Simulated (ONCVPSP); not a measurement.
# What one change does to a pseudopotential (Cu, ONCV)

copper (Cu), optimised norm-conserving Vanderbilt (ONCV), made with ONCVPSP 4.0.1 (PBEsol, scalar-relativistic). Core [Ne], reference 3s2 3p6 3d9 (charge +2). Waves: 3s: rc 1.00 bohr, ncon 4, nbas 9, qcut 12.9 1/bohr, 2 projectors, debl 2.8 Ha; 3p: rc 0.85 bohr, ncon 4, nbas 8, qcut 15.3 1/bohr, 2 projectors, debl 3.3 Ha; 3d: rc 0.80 bohr, ncon 4, nbas 8, qcut 19.8 1/bohr, local. Local part: the d channel. Core correction: polynomial model core, fcfact 0.7.

In the s channel the program set the typed energies aside and used -5.143, 0.250 Ha. In the p channel the program set the typed energies aside and used -3.581, 0.250 Ha.

Change: d: nproj 1; local potential polynomial inside 0.50 bohr (lpopt 5, dvloc0 0 Ha).

Cutoffs: the cutoffs (Ha) at which the residual kinetic energy of the hardest occupied pseudo-wave falls to 1 and 0.1 mHa per electron; they do not see the model core or the augmentation charge, which bear on the density cutoff. Errors are all-electron minus pseudo energies relative to the spin-unpolarised reference configuration.

How do hardness, ghosts and transferability respond?

The potential gets neither clearly harder nor softer (146 Ha and 166 Ha → 146 Ha and 166 Ha); of the 4 tests that both files solve, the error grows in 0 and shrinks in 3 by more than 15 % and 0.3 meV (median size 2.4 → 0.8 meV); neither file shows a bound ghost.

| quantity | base | changed |
| --- | --- | --- |
| cutoff, loose | 146 Ha | 146 Ha |
| cutoff, tight | 166 Ha | 166 Ha |
| bound ghosts | none | none |
| GHOST(+) flags under 300 eV | none | none |
| error for 3s2 3p6 3d10 4s1, meV [ΔE -29.42 eV] | -1.1 | -0.2 |
| error for 3s2 3p6 3d10, meV [ΔE -21.31 eV] | -0.8 | +0.5 |
| error for 3s2 3p6 3d8, meV [ΔE 38.99 eV] | -4.4 | -1.1 |
| error for 3s2 3p6 3d9 4s2, meV [ΔE -27.43 eV] | +3.7 | +3.9 |
| s: phases at 1.01 bohr within 0.05 rad from the reference energy up to (Ha; the scan ends near 5) | to the end of the scan | to the end of the scan |
| p: phases at 0.86 bohr within 0.05 rad from the reference energy up to (Ha; the scan ends near 5) | to the end of the scan | to the end of the scan |
| d: phases at 0.81 bohr within 0.05 rad from the reference energy up to (Ha; the scan ends near 5) | to the end of the scan | to the end of the scan |
| rms error of d²Exc/dni dnj with the model core, mHa | 1.31 | 1.31 |
